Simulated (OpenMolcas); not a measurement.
## Cu2+ in a point-charge field

Cu2+ among 6 point charges of -0.75 e arranged as an octahedron (Oh), 1.85 Å from the ion.
```
   1.8500    0.0000    0.0000  -0.75
   0.0000    1.8500    0.0000  -0.75
  -1.8500    0.0000    0.0000  -0.75
   0.0000   -1.8500    0.0000  -0.75
   0.0000    0.0000    1.8500  -0.75
   0.0000    0.0000   -1.8500  -0.75
```

| Item | Value |
| --- | --- |
| Program | OpenMolcas |
| Method | SS-CASPT2, IPEA 0.25 Eh, imaginary shift 0.1 Eh (closed shells correlated: 3s 3p) |
| Basis | ANO-RCC-VDZP [5s4p2d1f] |
| Scalar Hamiltonian | DKH2, point nucleus |
| Active space | 9 electrons in 5 orbitals (3d) |
| State averaging | 2S+1 = 2 even, 5 roots |
| Spin-orbit coupling | state interaction with AMFI integrals over the reference wave functions |

The lowest spin-free states (labels of O, the rotations of Oh), above the lowest:

```tsv
State	Degeneracy	E (cm-1)	Free-ion L (%)
2E	2	0	D (100)
2T2	3	2210	D (100)
```

The lowest levels with spin-orbit coupling:

```
E (cm-1)  Degeneracy  Label  2S+1               g
       0           4     Γ8     2                
    1730           2     Γ7     2  2.00 2.00 2.00
    3350           4     Γ8     2
```

Powder χT (cm3 K/mol): 0.832 at 2 K, 0.836 at 10 K, 0.854 at 50 K, 0.876 at 100 K, 0.92 at 200 K, 0.965 at 300 K. The effective moment at 300 K is 2.828 √(χT) = 2.78 μB.

The lowest level has 2S+1 = 2, for which the spin-only value is χT = S(S+1) / 2 = 0.375 cm3 K/mol (g = 2). The computed 0.965 at 300 K differs by +0.590, through orbital momentum, spin-orbit coupling and any other state in reach.

The gap between the two states is 10Dq = 2206 cm-1.

An orbital doublet at a regular site is open to a Jahn-Teller distortion, which this geometry leaves out. The ground term spreads over less than 5000 cm-1, several times less than with real ligands, so orbital moments are less quenched and χT lies further from the spin-only value than at real sites. Free-ion shares, where given, are those of the reference states; single-state CASPT2 does not remix them. Point charges carry no covalency, so the field is a model and not that of real ligands. No measured value stands beside these numbers.
